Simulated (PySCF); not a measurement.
## The second ionisation energy along group 15

Calculated with PySCF 2.14 from differences of total energies of unrestricted determinants, without spin-orbit coupling. Values in eV. The last column holds reference values (NIST; (s) semi-empirical, (t) theoretical, else measured). Unmarked ones compare directly (S terms, centres of terms, or small fine structure); those marked * lie between the lowest fine-structure levels and include a spin-orbit shift.

```
                           element                                   configurations     UHF  MP2 (valence)  SCS-MP2 (valence)  CCSD (valence)  CCSD(T) (valence)         reference
 P (cc-pV(T+d)Z, non-relativistic)                      [Ne] 3s2 3p2 → [Ne] 3s2 3p1  19.163         19.611             19.520          19.649             19.685      19.769 (s) *
Sb (cc-pVTZ-PP with ECP28MDF, ECP)            [Kr] 4d10 5s2 5p2 → [Kr] 4d10 5s2 5p1  16.004         16.320             16.258          16.356             16.377  16.626 ± 0.025 *
Bi (cc-pVTZ-PP with ECP60MDF, ECP)  [Xe] 4f14 5d10 6s2 6p2 → [Xe] 4f14 5d10 6s2 6p1  15.311         15.578             15.520          15.615             15.629          16.703 *
```

For Bi a determinant mixes LS terms or the coupling is close to jj, so these rows are model values.

"Valence" correlates the outer s and p shells and, in groups 3 to 12 and the f block, the outer d or f shell, open or full, or the next shell where the ion has no valence electron left; the wider scheme adds the next inner shell.
